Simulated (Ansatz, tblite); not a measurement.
Removing an electron: In6Sb5H18⁻, a cluster cut from wurtzite InSb (hydrogen-capped). The state is a singlet with charge -1. Geometry: PBE-D4/def2-SVP. Ansatz, gas phase; energy differences of separate SCF runs; the oxidised species was run as a doublet alone.

```
atom   x (Å)   y (Å)   z (Å)
 In1  -1.437   1.137  -3.095
 Sb2  -1.196   2.339  -0.465
 Sb3  -2.767  -1.823  -0.026
 In4  -2.588   0.701   1.368
 In5   1.219   3.282   0.839
 Sb6  -0.540  -0.030   3.268
 Sb7   0.483  -0.965  -2.680
 In8  -0.650  -3.290  -1.472
 In9   3.206  -0.293  -2.003
Sb10   2.703   0.827   0.608
In11   2.203  -0.993   2.749
 H12  -3.051   0.441  -3.154
 H13  -0.848   2.280  -4.284
 H14  -2.280   3.687  -0.468
 H15  -4.109  -1.586  -1.078
 H16  -3.630  -2.870   1.048
 H17  -4.095   1.140   2.147
 H18   1.939   4.528  -0.160
 H19   0.781   3.538   2.522
 H20  -0.466   1.345   4.302
 H21  -1.342  -1.025   4.435
 H22   0.642  -1.554  -4.297
 H23  -1.536  -4.278  -2.616
 H24   0.289  -3.935  -0.147
 H25   3.711   1.012  -3.058
 H26   4.111  -1.781  -1.804
 H27   4.272   1.376   1.082
 H28   1.900  -2.634   2.231
 H29   3.078  -0.574   4.208
```

In the def2 sets In, Sb take a core potential; there is no spin–orbit coupling. The xTB rows come from tblite. Single mean-field runs in def2-TZVP are fitted with def2-universal-jkfit. HOMO above LUMO, or a gap near zero within one spin, warns that the state may not be the lowest or that an electron is smeared out.

Q: Estimate orbital energies and vertical ionisation energies at: GFN1-xTB; GFN2-xTB; PBE-D4/def2-TZVP; revPBE-D4/def2-TZVP; PBE0-D4/def2-TZVP.

A: 
```csv
level,−HOMO (eV),vertical IE (eV),−LUMO (eV),HOMO–LUMO gap (eV),remarks
GFN1-xTB,6.78,8.19,4.10,2.68,–
GFN2-xTB,7.54,8.94,4.78,2.75,–
PBE-D4/def2-TZVP,3.02,4.60,-0.31,3.33,gap within one spin near zero (doublet)
revPBE-D4/def2-TZVP,2.95,4.61,-0.41,3.36,gap within one spin near zero (doublet)
PBE0-D4/def2-TZVP,3.85,4.95,-1.02,4.87,–
```

  Raw xTB energy differences between charge states are shifted by several eV; the methods need an empirical correction for them.
